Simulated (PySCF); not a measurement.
PySCF job for C4H2Cl3F, SMILES ClC(=C=C)C(Cl)(Cl)F, TDDFT-PBE/def2-SVPD. Geometry optimised at B3LYP-D3(BJ)/def2-SVP. The structure was generated by enumeration, and PubChem lists no compound with its InChIKey, so it may never have been made. The values are those of a single conformer.

```python
import numpy as np
from pyscf import gto, scf, dft, tdscf

mol = gto.M(
    atom='''
    C    -1.15128051    3.06854748   -0.00000001
    C    -0.47780146    1.95010560   -0.00000000
    C     0.19721478    0.82707009   -0.00000001
    Cl    1.94066258    0.78896649    0.00000000
    C    -0.49734626   -0.51670121   -0.00000000
    F    -1.82871993   -0.33503688   -0.00000000
    Cl   -0.06073629   -1.45531289    1.46800177
    Cl   -0.06073628   -1.45531291   -1.46800177
    H    -1.44623501    3.55470417    0.93724576
    H    -1.44623500    3.55470417   -0.93724579
    ''',
    basis='def2-SVPD',
    charge=0,
    spin=0,
    symmetry=True,
    max_memory=1600,
    verbose=4,
)
mf = dft.RKS(mol, xc='pbe').density_fit(auxbasis='def2-universal-jkfit')
mf.grids.level = 3
mf.conv_tol = 1e-9
mf.max_cycle = 100
mf.kernel()
mf.grids = dft.Grids(mol).set(level=1).build(with_non0tab=True)  # coarser grid for the response kernel
td = tdscf.TDDFT(mf)
td.singlet = True
td.nstates = 10
td.conv_tol = 1e-4
td.positive_eig_threshold = 1e-6
td.kernel(x0=td.get_init_guess(mf, 15))
td.analyze()
tt = tdscf.TDA(mf)
tt.singlet = False
tt.nstates = 4
tt.conv_tol = 1e-4
tt.positive_eig_threshold = 1e-6
tt.kernel(x0=tt.get_init_guess(mf, 9))
tt.analyze(verbose=3)
```

Program output:

```
PySCF version 2.14.0

[INPUT] verbose = 4
[INPUT] num. atoms = 10
[INPUT] num. electrons = 86
[INPUT] charge = 0
[INPUT] spin (= nelec alpha-beta = 2S) = 0
[INPUT] symmetry True subgroup None
[INPUT] Mole.unit = angstrom
[INPUT] Symbol           X                Y                Z      unit          X                Y                Z       unit  Magmom
[INPUT]  1 C     -1.151280510000   3.068547480000  -0.000000010000 AA   -2.175604856450   5.798714337424  -0.000000018897 Bohr   0.0
[INPUT]  2 C     -0.477801460000   1.950105600000   0.000000000000 AA   -0.902913901317   3.685165497981   0.000000000000 Bohr   0.0
[INPUT]  3 C      0.197214780000   0.827070090000  -0.000000010000 AA    0.372681921916   1.562935955919  -0.000000018897 Bohr   0.0
[INPUT]  4 Cl     1.940662580000   0.788966490000   0.000000000000 AA    3.667320776392   1.490930587559   0.000000000000 Bohr   0.0
[INPUT]  5 C     -0.497346260000  -0.516701210000   0.000000000000 AA   -0.939848220477  -0.976423775131   0.000000000000 Bohr   0.0
[INPUT]  6 F     -1.828719930000  -0.335036880000   0.000000000000 AA   -3.455779826234  -0.633127944829   0.000000000000 Bohr   0.0
[INPUT]  7 Cl    -0.060736290000  -1.455312890000   1.468001770000 AA   -0.114774953922  -2.750142787649   2.774121295677 Bohr   0.0
[INPUT]  8 Cl    -0.060736280000  -1.455312910000  -1.468001770000 AA   -0.114774935025  -2.750142825444  -2.774121295677 Bohr   0.0
[INPUT]  9 H     -1.446235010000   3.554704170000   0.937245760000 AA   -2.732988080658   6.717417335149   1.771137797810 Bohr   0.0
[INPUT] 10 H     -1.446235000000   3.554704170000  -0.937245790000 AA   -2.732988061760   6.717417335149  -1.771137854502 Bohr   0.0

nuclear repulsion = 602.74190877719
point group symmetry = Cs
symmetry origin: [ 1.97762041e-09 -1.97762049e-09 -3.29603393e-09]
symmetry axis x: [ 1.00000000e+00 -1.01211270e-09 -4.59597699e-09]
symmetry axis y: [1.01211270e-09 1.00000000e+00 1.33547915e-09]
symmetry axis z: [ 4.59597699e-09 -1.33547926e-09  1.00000000e+00]
num. orbitals of irrep A' = 126
num. orbitals of irrep A" = 74
number of shells = 82
number of NR pGTOs = 308
number of NR cGTOs = 200
basis = def2-SVPD
ecp = {}


[settings echo left out]
init E= -1633.44613835911
HOMO (A") = -0.281398617836926  LUMO (A') = -0.123297035242647  gap/eV = 4.30216
cycle= 1 E= -1632.4695847166  delta_E= 0.977  |g|= 0.654  |ddm|= 9.99
HOMO (A') = -0.234267710180482  LUMO (A') = -0.121103384036504  gap/eV = 3.07936
cycle= 2 E= -1632.03921386413  delta_E= 0.43  |g|= 1.58  |ddm|= 5.07
HOMO (A") = -0.230942183561659  LUMO (A') = -0.0833068836910922  gap/eV = 4.01736
cycle= 3 E= -1632.55233725132  delta_E= -0.513  |g|= 0.195  |ddm|= 4.07
HOMO (A") = -0.253567506146068  LUMO (A') = -0.0971440133743364  gap/eV = 4.25650
cycle= 4 E= -1632.56082191059  delta_E= -0.00848  |g|= 0.105  |ddm|= 0.909
HOMO (A") = -0.250902915339962  LUMO (A') = -0.0983714371726441  gap/eV = 4.15059
cycle= 5 E= -1632.56355357063  delta_E= -0.00273  |g|= 0.0371  |ddm|= 0.374
HOMO (A") = -0.249852958332182  LUMO (A') = -0.0960981466537287  gap/eV = 4.18388
cycle= 6 E= -1632.56386669557  delta_E= -0.000313  |g|= 0.0104  |ddm|= 0.0891
HOMO (A") = -0.249428679157502  LUMO (A') = -0.0959625994219562  gap/eV = 4.17602
cycle= 7 E= -1632.56389338564  delta_E= -2.67e-05  |g|= 0.00328  |ddm|= 0.0242
HOMO (A") = -0.249594319061743  LUMO (A') = -0.0961183021720768  gap/eV = 4.17630
cycle= 8 E= -1632.56389602027  delta_E= -2.63e-06  |g|= 0.000997  |ddm|= 0.00765
HOMO (A") = -0.249574557648688  LUMO (A') = -0.0960664868541099  gap/eV = 4.17717
cycle= 9 E= -1632.56389631542  delta_E= -2.95e-07  |g|= 0.000292  |ddm|= 0.00234
HOMO (A") = -0.24957585272643  LUMO (A') = -0.0960784243884225  gap/eV = 4.17688
cycle= 10 E= -1632.56389633962  delta_E= -2.42e-08  |g|= 0.000101  |ddm|= 0.00108
HOMO (A") = -0.249577176420718  LUMO (A') = -0.0960790763373738  gap/eV = 4.17690
cycle= 11 E= -1632.56389634108  delta_E= -1.46e-09  |g|= 5.79e-05  |ddm|= 0.000251
HOMO (A") = -0.249576429377427  LUMO (A') = -0.0960784585849148  gap/eV = 4.17689
cycle= 12 E= -1632.56389634184  delta_E= -7.63e-10  |g|= 8.62e-06  |ddm|= 0.00013
HOMO (A") = -0.249575966243563  LUMO (A') = -0.0960776675995039  gap/eV = 4.17690
Extra cycle  E= -1632.5638963418  delta_E= 4.59e-11  |g|= 1.67e-05  |ddm|= 3.28e-05
converged SCF energy = -1632.5638963418
tot grids = 49912
Overwritten attributes  positive_eig_threshold  of <class 'pyscf.tdscf.rks.CasidaTDDFT'>


******** <class 'pyscf.tdscf.rks.CasidaTDDFT'> for <class 'pyscf.df.df_jk.DFSymAdaptedRKS'> ********
nstates = 10 singlet
deg_eia_thresh = 1.000e-03
wfnsym = None
conv_tol = 0.0001
eigh lindep = 1e-12
eigh level_shift = 0
eigh max_cycle = 100


Excitation energies (eV)
[4.29756794 5.13511236 5.22785649 5.25076504 5.33036459 5.44227874
 5.44542464 5.59823079 5.66464541 5.90249018]

** Singlet excitation energies and oscillator strengths **
Excited State   1:   A"      4.29757 eV    288.50 nm  f=0.0002
      43 -> 44       -0.70507
Excited State   2:   A"      5.13511 eV    241.44 nm  f=0.0021
      41 -> 44       -0.68820
      43 -> 46        0.13907
Excited State   3:   A"      5.22786 eV    237.16 nm  f=0.0002
      41 -> 44        0.13912
      43 -> 46        0.68365
Excited State   4:   A'      5.25077 eV    236.13 nm  f=0.0229
      38 -> 44        0.14921
      42 -> 44       -0.40722
      43 -> 45       -0.51473
Excited State   5:   A"      5.33036 eV    232.60 nm  f=0.0009
      40 -> 44       -0.69522
Excited State   6:   A'      5.44228 eV    227.82 nm  f=0.0540
      39 -> 44       -0.51069
      40 -> 45       -0.12097
      41 -> 45        0.20799
      42 -> 44       -0.29185
      43 -> 45        0.27135
Excited State   7:   A"      5.44542 eV    227.69 nm  f=0.0010
      42 -> 45        0.68997
Excited State   8:   A'      5.59823 eV    221.47 nm  f=0.0043
      39 -> 44        0.15529
      41 -> 45        0.66808
      43 -> 45       -0.10987
Excited State   9:   A'      5.66465 eV    218.87 nm  f=0.0532
      38 -> 44       -0.28205
      39 -> 44       -0.38677
      40 -> 45        0.39750
      42 -> 44        0.22562
      42 -> 46        0.17625
      43 -> 45       -0.15314
Excited State  10:   A'      5.90249 eV    210.05 nm  f=0.0901
      38 -> 44        0.16904
      39 -> 44       -0.15083
      40 -> 45       -0.41542
      42 -> 44        0.17403
      42 -> 46        0.42755
      43 -> 45       -0.18759

** Transition electric dipole moments (AU) **
state          X           Y           Z        Dip. S.      Osc.
  1         0.0000     -0.0000      0.0424      0.0018      0.0002
  2         0.0000     -0.0000     -0.1298      0.0168      0.0021
  3        -0.0000     -0.0000     -0.0354      0.0013      0.0002
  4         0.1453     -0.3961      0.0000      0.1780      0.0229
  5         0.0000      0.0000      0.0810      0.0066      0.0009
  6        -0.3087      0.5565     -0.0000      0.4049      0.0540
  7         0.0000      0.0000      0.0871      0.0076      0.0010
  8         0.1657     -0.0604     -0.0000      0.0311      0.0043
  9         0.3217     -0.5288      0.0000      0.3831      0.0532
 10         0.2057     -0.7619      0.0000      0.6228      0.0901

** Transition velocity dipole moments (imaginary part, AU) **
state          X           Y           Z        Dip. S.      Osc.
  1        -0.0000      0.0000      0.0054      0.0000      0.0001
  2         0.0000      0.0000     -0.0235      0.0006      0.0020
  3        -0.0000     -0.0000     -0.0076      0.0001      0.0002
  4         0.0280     -0.0746      0.0000      0.0064      0.0219
  5         0.0000      0.0000      0.0167      0.0003      0.0009
  6        -0.0618      0.1104     -0.0000      0.0160      0.0534
  7         0.0000      0.0000      0.0179      0.0003      0.0011
  8         0.0337     -0.0113      0.0000      0.0013      0.0041
  9         0.0683     -0.1094      0.0000      0.0166      0.0533
 10         0.0428     -0.1643      0.0000      0.0288      0.0886

** Transition magnetic dipole moments (imaginary part, AU) **
state          X           Y           Z
  1         0.5780     -0.3513     -0.0000
  2         0.2303      0.0137      0.0000
  3        -0.2830     -0.3808     -0.0000
  4         0.0000     -0.0000      0.1134
  5         0.1875     -0.3675     -0.0000
  6        -0.0000     -0.0000      0.0775
  7         0.1344     -0.4065     -0.0000
  8         0.0000      0.0000     -0.1042
  9         0.0000      0.0000      0.2432
 10         0.0000      0.0000     -0.0966
Overwritten attributes  positive_eig_threshold  of <class 'pyscf.tdscf.rks.TDA'>


******** <class 'pyscf.tdscf.rks.TDA'> for <class 'pyscf.df.df_jk.DFSymAdaptedRKS'> ********
nstates = 4 triplet
deg_eia_thresh = 1.000e-03
wfnsym = None
conv_tol = 0.0001
eigh lindep = 1e-12
eigh level_shift = 0
eigh max_cycle = 100


Excitation energies (eV)
[3.96555742 3.97666827 4.25569047 4.99729046]

** Triplet excitation energies and oscillator strengths **
Excited State   1:   A"      3.96556 eV    312.65 nm  f=0.0000
Excited State   2:   A'      3.97667 eV    311.78 nm  f=0.0000
Excited State   3:   A'      4.25569 eV    291.34 nm  f=0.0000
Excited State   4:   A"      4.99729 eV    248.10 nm  f=0.0000
```

The run converged.
